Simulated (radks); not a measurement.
Values are calculated unless marked as measured or tabulated.
Task: Spin polarisation of the 2p2 shell in the oxygen ion O2+. Start: [He] 2s2 2p(up 1, down 1); electrons of 2p are moved from spin down to spin up, other shells keep equal spins. Code: a radial shooting solver on a logarithmic mesh with Libxc functionals. Model: scalar-relativistic Kohn-Sham, BLYP, spin-polarised, spherical densities, point nucleus. Estimate the energy gained and the exchange splitting at a moment of 2 Bohr magnetons.

Result: At moment 2 the spin-polarisation energy is -2.350 eV and the 2p exchange splitting 4.584 eV, that is 2.292 eV per Bohr magneton; E = -I m^2/4 would give I = 2.350 eV.
